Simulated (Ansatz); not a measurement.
Program: Ansatz. Geometries: PBE0-D4/def2-TZVP. ΔE: electronic, gas phase. CBS: MP2 limit from def2 TZ/QZ plus the TZ coupled-cluster correction, frozen cores. This one scheme is used for every species. Functionals use def2-TZVPP. One conformer a species, not always the lowest.

Consider the ligand exchange at the Si–O bond: `O[SiH2]OCS` + `CO[SiH2]S` → `CO[SiH2]S[SiH2]O` + `OCS`.

| level | ΔE (kJ/mol) |
| --- | --- |
| B2PLYP | 42.4 |
| CCSD/def2-TZVPP | 41.8 |
| HF/CBS(def2) | 58.5 |
| CCSD/CBS(def2) | 38.2 |

What does CCSD(T)/CBS give? (An estimate is asked.)

Ansatz gave: +34.7 kJ/mol. The listed levels differ from it by 7.7, 7.1, 23.8, 3.5 kJ/mol.

Largest T1 diagnostic among the species: 0.012.

In def2-TZVPP, CCSD(T) changes the Hartree–Fock value by −18.9 kJ/mol (the triples alone add −3.5 kJ/mol) and MP2 by −22.5 kJ/mol. The D4 term adds −7.6 kJ/mol with B3LYP and −4.3 kJ/mol with PBE0; it sums over pairs of atoms, weighted by their polarisabilities, and B3LYP, whose exchange is more repulsive, gets the larger term.

B3LYP here is the variant with VWN-RPA as its local correlation; programs differ in this.
